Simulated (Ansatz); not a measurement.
This Ansatz (a first-principles code) input (r2SCAN/6-311+G**) gives -37.83050 Eh with 22 basis functions. A basis named .json is the Basis Set Exchange file of that set (core-valence sets with the plain set on hydrogen).

Ansatz 0.2 input:
```yaml
crystal:
  periodic: [false, false, false]
  atoms:
    - {symbol: C, position_ang: [0.00000000, 0.00000000, 0.00000000]}
basis:
  gaussian:
    orbitals: 6-311+G__.json
hamiltonian:
  xc: {name: r2SCAN}
magnetization: {spin_polarized: true, initial_magnetization: 2}
scf: {lower_state_search: full}
```

Change:
```diff
- orbitals: 6-311+G__.json
+ orbitals: cc-pV_5+d_Z.json
```

What does the run give now?

-37.83479 Eh (r2SCAN/cc-pV(5+d)Z, 91 functions), a change of -4.29 mEh.
